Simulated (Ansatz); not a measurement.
`C[O][W](=[O])([OH])([Cl])[Cl]` + H–F → `[O]=[W]([OH])([F])([Cl])[Cl]` + CH₃OH  (ligand exchange at a W–O bond)

Computed with Ansatz on PBE0-D4/def2-TZVP structures; ΔE is electronic, products minus reactants. CCSD(T)/CBS is the MP2 limit (def2-TZVPP, def2-QZVPP) plus CCSD(T) − MP2 in def2-TZVPP, frozen cores. This one scheme is used for every species. Functionals use def2-TZVPP. B3LYP here is the variant with VWN-RPA as its local correlation; programs differ in this. Elements past krypton have def2 core potentials. For W outer-core shells are correlated without core-valence functions, which leaves a few kJ/mol of doubt a bond. One conformer a species, not always the lowest.

```
                        species  B3LYP energy (Eh)
`C[O][W](=[O])([OH])([Cl])[Cl]`        -1254.12011
                            H–F         -100.49272
 `[O]=[W]([OH])([F])([Cl])[Cl]`        -1238.83656
                          CH₃OH         -115.77851
```

Work out ΔE.

ΔE = (-1238.83656) + (-115.77851) − (-1254.12011) − (-100.49272) = -0.00224 Eh = -5.9 kJ/mol. CCSD(T)/CBS gives +15.9 kJ/mol.

Largest T1 diagnostic among the species: 0.021, so the coupled-cluster value is less sure than usual.

From BLYP to BHLYP (50 % exact exchange), in def2-TZVPP and without D4, ΔE moves by +3.4 kJ/mol. At CCSD(T), def2-SVP lies −3.8 kJ/mol from the extrapolated value and def2-TZVPP +0.6 kJ/mol. Leaving LDA and LC-ωPBE aside and taking each functional with its dispersion term where it has one, the values, not all of them listed here, spread over 13.9 kJ/mol, from B97M-V to PBE-QIDH. LDA lies +12.4 kJ/mol from PBE without D4.
